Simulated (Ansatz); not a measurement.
F$_{5}$Sb, charge +1, doublet, at a GFN2-xTB geometry (a state made from the parent by changing its charge; the spin is typed, not shown lowest) (all electrons, no relativity). Base run: HF/3-21G in Ansatz (a first-principles code).

Ansatz was given this input:
Ansatz 0.2 input:
```yaml
crystal:
  periodic: [false, false, false]
  atoms:
    - {symbol: Sb, position_ang: [0.00964327, -0.00302559, -0.01423230]}
    - {symbol: F, position_ang: [1.00392385, -0.64141033, 1.57706820]}
    - {symbol: F, position_ang: [-1.57346652, 0.90042129, -0.79329390]}
    - {symbol: F, position_ang: [0.60238923, 1.82142470, 0.48519056]}
    - {symbol: F, position_ang: [1.08525452, -0.50053220, -1.48642043]}
    - {symbol: F, position_ang: [-1.17274624, -1.56275844, 0.29810525]}
basis:
  gaussian:
    orbitals: 3-21G.json
hamiltonian:
  xc: hf
total_charge: 1
magnetization: {spin_polarized: true, initial_magnetization: 1}
```
The basis file holds 3-21G in the JSON format of the Basis Set Exchange.

The base run was repeated with changes; each row names its change, and settings that it needs were set with it.

```csv
change,ΔE vs base (kcal/mol)
base,0.000
lower_state_search = light,0.000
forces = on,0.000
accuracy = high,-0.016
lower_state_search = full,0.000
"point_charge = charge:-1.0 position_ang:3.285, 3.622, -0.8948",-84.3
nuclear_model = gaussian,36.94
"point_charge = charge:1.0 position_ang:-3.4816, 2.9861, 1.9583",61.32
lower_state_search = off,0.278
```

Ansatz warned in this series: the state or the total is in doubt.
